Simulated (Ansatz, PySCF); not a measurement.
Noncovalent pair: PH3 (SMILES P) (first 4 atoms) with Si2H6 (SMILES [SiH3][SiH3]); geometry from B3LYP-D3(BJ)/def2-TZVP, rigid monomers moved along the line of their centres of mass till H4···Si5 is 4.71 Å.
(charge 0, multiplicity 1):
| atom | x (Å) | y (Å) | z (Å) |
|---|---|---|---|
| P | -0.3602 | 0.2282 | -0.0754 |
| H | 0.7813 | -0.1793 | 0.6606 |
| H | 0.3673 | 1.1782 | -0.8387 |
| H | -0.7495 | 1.1836 | 0.8977 |
| Si | 0.7633 | 0.6938 | 5.3311 |
| Si | -0.7220 | -1.1195 | 5.2692 |
| H | 0.1095 | 1.9187 | 4.8111 |
| H | 1.9646 | 0.4110 | 4.5098 |
| H | 1.1927 | 0.9430 | 6.7293 |
| H | -1.9068 | -0.8349 | 6.1148 |
| H | -0.0550 | -2.3411 | 5.7816 |
| H | -1.1826 | -1.3792 | 3.8841 |

Monomers are frozen at their geometry in the pair; levels with a basis set take the counterpoise correction. Rows marked so take none.

Correlated levels freeze the cores. Rows in 3-21G, 6-31G* carry no dispersion term and start afresh at each structure (6-31G* with six Cartesian d functions).

Run with Ansatz (Gaussian orbitals); PySCF for 3-21G rows, 6-31G* rows. Values without a source in brackets are computed.

Task: What is the computed interaction energy (CCSD(T)/aug-cc-pV(D+d)Z)?

Result: -18 meV

Task: What interaction energy does HF/3-21G (no counterpoise) give?

Result: -1 meV

Task: Estimate the interaction energy that B3LYP/6-31G* returns for this input.

Result: 7 meV

Ansatz is a quantum-chemistry and plane-wave program.
